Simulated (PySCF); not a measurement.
Be(Me)(OH) (CH4BeO), SMILES [CH3][Be][OH]. Atoms are numbered in the order given.

```xyz
7

Be    -0.0884    -0.0432     0.0927
C      0.9710     0.5394    -1.0824
H      1.9230     0.0002    -1.0623
H      1.2014     1.5989    -0.9383
H      0.5640     0.4317    -2.0919
O     -0.9227    -0.5918     1.0965
H     -1.7791    -0.3600     1.4439
```

Coordinates come from a B3LYP-D3(BJ)/def2-TZVP optimisation. One conformer was computed; it need not be the lowest.

All values below come from PySCF with PBE0/pcJ-1.

Isotropic couplings with Fermi-contact, spin-dipole and both spin-orbit terms, one fixed conformer, no vibrational averaging. Isotopes: 13C, 1H.

Computed spin–spin coupling constants:
| pair | bonds apart | J (Hz) |
|---|---|---|
| C2–H3 | 1 | 114.6 |
| C2–H4 | 1 | 115.2 |
| C2–H5 | 1 | 115.4 |
| H3–H4 | 2 | -16.1 |
| H3–H5 | 2 | -16.1 |
| H4–H5 | 2 | -15.8 |
